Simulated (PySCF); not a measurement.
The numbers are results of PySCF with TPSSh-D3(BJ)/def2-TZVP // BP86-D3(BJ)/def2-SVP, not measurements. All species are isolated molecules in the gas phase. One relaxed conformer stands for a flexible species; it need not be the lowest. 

Reference species: [Ti(NH2)4] (neutral, multiplicity 1).

```yaml
coordination_number: 4
HOMO: -6.01 eV
charge on the central atom (meta-Löwdin): 1.22 e
LUMO: -1.23 eV
```

Changed species: [Ti(H)4] (4 of 4 NH2 replaced by H; the reference has 0 of 4 NH2 replaced by H).

Problem. Predict the effect on the coordination number, HOMO, charge on the central atom (meta-Löwdin) and LUMO.

Solution. the coordination number hardly moves; the HOMO falls by 2.22 eV, to -8.23 eV; the charge on the central atom (meta-Löwdin) decreases by 0.18 e, to 1.04 e; the LUMO drops by 2.37 eV, to -3.60 eV.
